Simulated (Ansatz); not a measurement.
`CB[SiH2]SC` + `[OH][Hf]([Cl])([Cl])[Cl]` → `C[O][Hf]([Cl])([Cl])[Cl]` + `CB[SiH2]S`  (substitution at a C–S bond)

Program: Ansatz. Geometries: PBE0-D4/def2-TZVP. ΔE: electronic, gas phase. CCSD(T)/CBS adds triple-zeta CCSD(T) − MP2 to the extrapolated MP2 energy (def2 sets, frozen cores). Elements past krypton have def2 core potentials. For Hf outer-core shells are correlated without core-valence functions, which leaves a few kJ/mol of doubt a bond. One conformer a species, not always the lowest.

| species | CCSD(T)/CBS(def2) energy (Eh) |
| --- | --- |
| `CB[SiH2]SC` | -793.17470 |
| `[OH][Hf]([Cl])([Cl])[Cl]` | -1503.31799 |
| `C[O][Hf]([Cl])([Cl])[Cl]` | -1542.56298 |
| `CB[SiH2]S` | -753.91845 |

(1) Work out ΔE.

Largest T1 diagnostic among the species: 0.014.

## Answers

(1) ΔE = (-1542.56298) + (-753.91845) − (-793.17470) − (-1503.31799) = 0.01126 Eh = +7.1 kcal/mol.

Leaving LDA and LC-ωPBE aside and taking each functional with its dispersion term where it has one, the values, not all of them listed here, spread over 2.0 kcal/mol, from CAM-B3LYP-D4 to revPBE-D4. The D4 term adds +0.8 kcal/mol with B3LYP and +0.3 kcal/mol with PBE0; it sums over pairs of atoms, weighted by their polarisabilities, and B3LYP, whose exchange is more repulsive, gets the larger term. In def2-TZVPP, CCSD(T) changes the Hartree–Fock value by +1.6 kcal/mol (the triples alone add +0.2 kcal/mol) and MP2 by +2.9 kcal/mol.

B3LYP here is the variant with VWN-RPA as its local correlation; programs differ in this.
